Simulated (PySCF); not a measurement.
Fill in the blanks.

Species: (PF2)3P, P4F6.
InChI=1S/F6P4/c1-7(2)10(8(3)4)9(5)6

Conformer (atom-mapped SMILES and torsion angles): `[F:1][P:2]([F:3])[P:4]([P:5]([F:6])[F:7])[P:8]([F:9])[F:10]`: F1–P2–P4–P5 -50°, P2–P4–P5–F6 118°, P2–P4–P8–F9 -43°.

```tsv
property	level	value
rotational constants A, B, C	PBE0-D3(BJ)/def2-SVP	0.735, 0.722, 0.411 GHz
dipole moment	B3LYP/def2-SVPD	1.64 D
HOMO energy	B3LYP/def2-SVPD	?
LUMO energy	B3LYP/def2-SVPD	?
lowest singlet excitation	TDDFT B3LYP/def2-SVPD	4.46 eV (278 nm, f = 0.090 summed over 2 states within 0.01 eV)
static isotropic polarisability	B3LYP/def2-SVPD	?
electronic spatial extent ⟨r²⟩ about the centre of nuclear charge	B3LYP/def2-SVPD	?
```

The electronic properties come from PySCF, for the isolated species, density fitting. Geometry: PBE0-D3(BJ)/def2-SVP, one conformer, isolated molecule.

(1) The static isotropic polarisability?

(2) Give the LUMO energy.

(3) Give the electronic spatial extent ⟨r²⟩ about the centre of nuclear charge.

(4) Give the HOMO energy.

## Answers

(1) 107.7 au.

(2) -2.18 eV.

(3) 2419 bohr².

(4) -7.58 eV.

The principal polarisabilities are 84.5, 119.0 and 119.7 au; their mean is the isotropic value. The polarisability is 15.96 Å³ as a volume (1 au = 0.148185 Å³), or 0.94 au for each of the 114 electrons. The 6 singlets span 4.46 to 5.08 eV, and their oscillator strengths add up to 0.13. The rotational constants are those of a nearly oblate symmetric top. No computed singlet falls in the visible range (750 to 380 nm, 1.65 to 3.26 eV); S1 lies 1.20 eV above its blue end.
